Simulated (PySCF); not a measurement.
C3HF4, SMILES F/[C]=C/C(F)(F)F, multiplicity 2.

Geometry optimised at B3LYP-D3(BJ)/def2-SVP. The isomer is the one that the SMILES or the coordinates give; other isomers of the formula were not compared.

All values below come from SMD-ωB97X/def2-SVP run with PySCF.

Solvation free energies are E(SMD) − E(gas) at the gas-phase geometry, for 1 M in both phases. In vacuum the dipole moment is 1.79 D.

Computed solvation free energies in water, ethanol, acetone:
| solvent | ΔG(solv) (kcal/mol) | its non-electrostatic (CDS) part | dipole (D) |
|---|---|---|---|
| water | 2.5 | 5.6 | 2.11 |
| ethanol | -0.7 | 2.2 | 2.10 |
| acetone | -1.0 | 1.9 | 2.09 |
